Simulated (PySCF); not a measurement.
Delta-SCF ions had no search for a lower state. Excitations are Tamm–Dancoff values on a coarser integration grid. The basis has no diffuse functions, so Rydberg states are missing or too high.

Cartesian coordinates (Å):
```xyz
11

N      1.6367     0.0164    -1.2349
C      1.5926    -0.2677     0.0021
O      0.4741    -0.2503     0.7256
C     -0.7405     0.1260    -0.0072
N     -1.8257     0.0954     0.8978
H      2.5926    -0.0647    -1.5722
H      2.4356    -0.5592     0.6378
H     -0.5589     1.1169    -0.4283
H     -0.8442    -0.5853    -0.8291
H     -2.2479     0.9876     1.0911
H     -2.5144    -0.6151     0.7174
```
Charge 0, multiplicity 1.

Problem. Give the HOMO, dipole moment, vertical ionisation energy (Delta-SCF), S1–T1 gap (TDA) and T1 excitation (TDA) at the level r2SCAN-D4/def2-TZVP in PySCF 2.14.0.

Solution. 
- HOMO = -6.05 eV
- dipole moment = 0.91 D
- vertical ionisation energy (Delta-SCF) = 9.04 eV
- S1–T1 gap (TDA) = 0.85 eV
- T1 excitation (TDA) = 5.21 eV
